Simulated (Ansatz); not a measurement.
Reaction (ligand exchange at the Sn–N bond): `FC[NH][SnH3]` + HBr → `[Br][SnH3]` + `NCF`

Computed with Ansatz on PBE0-D4/def2-TZVP structures; ΔE is electronic, products minus reactants. CBS: MP2 limit from def2 TZ/QZ plus the TZ coupled-cluster correction, frozen cores. DFT in def2-TZVPP. Elements past krypton have def2 core potentials. For Br, Sn outer-core shells are correlated without core-valence functions, which leaves a few kJ/mol of doubt a bond. Scalar relativity is left out up to krypton. One conformer a species, not always the lowest.

CCSD(T)/CBS gives -1.17 eV.

Question: Another level gave -1.18 eV. Which?
A. PBE0-D4/def2-TZVPP
B. HF/def2-TZVPP
C. ωB97X-V/def2-TZVPP
D. MP2/def2-TZVPP

Answer: C. ωB97X-V -1.18, MP2/def2-TZVPP -1.11, PBE0-D4 -1.23, HF/def2-TZVPP -1.41 eV.

Largest T1 diagnostic among the species: 0.013.

From PBE to PBE0 (25 % exact exchange), in def2-TZVPP and without D4, ΔE moves by −0.06 eV. The D4 term adds +0.06 eV with B3LYP and +0.03 eV with PBE0; it sums over pairs of atoms, weighted by their polarisabilities, and B3LYP, whose exchange is more repulsive, gets the larger term. In def2-TZVPP, CCSD(T) changes the Hartree–Fock value by +0.32 eV (the triples alone add +0.04 eV) and MP2 by +0.30 eV.

B3LYP here is the variant with VWN-RPA as its local correlation; programs differ in this.
